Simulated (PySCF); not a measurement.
Species: C3H7B2FO.
Numbering: `[BH2:1][O:2][B:3]([CH3:4])[C:5](=[CH2:6])[F:7]` (hydrogens: H8, H9 on B1; H10, H11, H12 on C4; H13, H14 on C6)

Geometry (GFN2-xTB, Å), atoms numbered from 1 in this order:
```
atom  x, y, z in Å
B1    -0.782   -0.460   -2.220
O2    -0.523   -0.103   -1.001
B3    -0.254    0.275    0.217
C4    -1.205    1.271    1.016
C5     1.058   -0.290    0.907
C6     1.931   -1.143    0.384
F7     1.311    0.159    2.171
H8    -0.359    0.183   -3.114
H9    -1.436   -1.422   -2.419
H10   -0.634    2.035    1.538
H11   -1.927    1.764    0.370
H12   -1.761    0.731    1.781
H13    1.778   -1.525   -0.608
H14    2.803   -1.474    0.921
```

The closed-shell ground state was solved at several levels (PySCF, density fitting, gas phase, non-relativistic).

```csv
level,basis functions,HOMO (eV),LUMO (eV),gap (eV),dipole (D)
B3LYP/pcJ-1,259,-7.50,-1.48,6.02,1.02
PBE0/pcSseg-1,154,-7.74,-1.28,6.46,1.05
```

(1) Estimate the row for CAM-B3LYP/def2-SVPD, a basis of 202 functions; the other rows only guide the guess.

(2) Over all these levels, which gives the widest orbital gap and which the narrowest?

(3) How far do the dipole and the HOMO energy spread over the levels?

Answers

(1) HOMO -9.17 eV, LUMO -0.21 eV, gap 8.96 eV, dipole 1.10 D.

(2) CAM-B3LYP/def2-SVPD (range-separated hybrid) has the widest, 8.96 eV, and B3LYP/pcJ-1 (global hybrid, 20 % exact exchange) the narrowest, 6.02 eV. Functional and basis both differ between the two, so the spread mixes both effects.

(3) The dipole runs from 1.02 to 1.10 D (mean 1.06 D) and the HOMO from -9.17 to -7.50 eV.

One conformer stands for the species.
